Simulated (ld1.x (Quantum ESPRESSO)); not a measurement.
**Configuration tests for lutetium (PAW)**

```
Element                 : Lu
Generator               : ld1.x (Quantum ESPRESSO) 7.5
Type                    : PAW
Functional              : revPBE
Relativity              : scalar-relativistic
Frozen core             : [Kr] 4d10 4f14
Valence charge          : 11
Reference configuration : 5s2 5p6 5d2 6s1 6p0
Partial waves           : 5s (bound): rcut 1.50, rcutus 1.90 bohr; 6s (bound): rcut 1.50, rcutus 1.90 bohr; 5p (bound): rcut 1.85, rcutus 2.05 bohr; 6p (bound, empty): rcut 1.85, rcutus 2.05 bohr; 5d (bound): rcut 2.40, rcutus 4.12 bohr; 5d channel at 0.9 Ry: rcut 2.40, rcutus 4.12 bohr
Local potential         : all-electron potential smoothed inside 1.75 bohr (lloc = -2)
Core correction         : Bessel-smoothed model core inside 1.05 bohr
Augmentation charge     : BESSEL, radius 1.70 bohr
```

Energies are relative to the spin-unpolarised reference configuration 5s2 5p6 5d2 6s1 6p0; without spin polarisation the order of configurations can differ from experiment.

```csv
valence configuration,charge,ΔE all-electron (eV),error AE − PS (meV)
5s2 5p6 5d1 6s1 6p0,+1,4.290,+9.5
5s2 5p6 5d1 6s1.5 6p0,+0.5,-0.041,+23
5s2 5p6 5d0 6s2 6p1,0,-2.092,+184
5s2 5p6 5d1 6s0 6p1,+1,8.479,-3.4
5s1 5p6 5d1 6s2 6p0,+1,64.045,-562
```

What are ΔE and the potential's error for 5s2 5p6 5d1 6s2 6p0?

ΔE = -2.999 eV all-electron; the error (AE − PS) is +38 meV.

What are ΔE and the potential's error for 5s2 5p6 5d1 6s0 6p0?

ΔE = 17.414 eV all-electron; the error (AE − PS) is -31 meV.
